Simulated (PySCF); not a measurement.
Redox energetics: aluminum fluoride

System: aluminum fluoride, `[F][Al]([F])[F]` (AlF3). Numbering: `[F:1][Al:2]([F:3])[F:4]`

Level of theory: ωB97X-D3(BJ)/ma-def2-TZVP single points in PySCF, grid level 2; every species was optimised with PBE0-D3(BJ)/ma-def2-SVP. The prefix ma- adds one diffuse s and one diffuse p function on all atoms but H. Thermal corrections: PBE0-D3(BJ)/ma-def2-SVP frequencies, unscaled, ideal gas at 298.15 K and 1 bar, quasi-RRHO entropy.

Frontier levels of the parent: HOMO -14.41 eV, LUMO -0.12 eV.

Oxidation to the radical cation:
* Vertical ionisation energy (electronic): 14.93 eV
* Adiabatic ionisation energy (with zero-point energy): 14.28 eV
* Adiabatic, electronic part: 14.31 eV
* Vertical gap at the product's structure: 12.33 eV
* Inner reorganisation energy (four-point): 2602 meV
* Relaxation of product / of parent: 622 / 1980 meV
* ⟨S²⟩ of the product: 0.757
* Largest spin populations: F4 0.51, F3 0.51
* Largest changes of atomic charge: F4 0.38, F3 0.38, Al2 0.17
* Distances that move most (Å): Al2–F4 1.652 → 1.728; Al2–F3 1.652 → 1.725; F1–Al2 1.652 → 1.610

Reduction to the radical anion:
```
Vertical electron affinity (electronic)              : 0.13 eV
Adiabatic electron affinity (with zero-point energy) : 1.01 eV
Adiabatic, electronic part                           : 0.98 eV
Vertical gap at the product's structure              : 2.31 eV
Inner reorganisation energy (four-point)             : 2182 meV
Relaxation of product / of parent                    : 849 / 1333 meV
⟨S²⟩ of the product                                  : 0.751
Largest spin populations                             : Al2 0.87
Largest changes of atomic charge                     : Al2 -0.78
Distances that move most (Å)                         : F1–Al2 1.652 → 1.728; Al2–F4 1.652 → 1.728; Al2–F3 1.652 → 1.728
```

Vertical ionisation energy: the gap is larger than usual, and may come from another state, site, conformer or species, from an onset or band maximum that doesn't mark the energy named, from the functional or basis, or from an outlying measurement.

Measured values (NIST Chemistry WebBook, evaluated or the median of agreeing entries): vertical ionisation energy 15.45 eV (computed 14.93, difference -0.52).

Note: F1 and F4 are equivalent in the parent, but the relaxed radical cation is symmetry-broken (D3h to C2v), as a Jahn-Teller-type distortion or an artefact of the method; its spin populations, distances and adiabatic value belong to that structure.

Run with `OMP_NUM_THREADS=1 python redox_run.py task.json out` on 1 thread of Arm Neoverse V2, a shared host. Structures, frequencies and single points: 4 min of wall time.
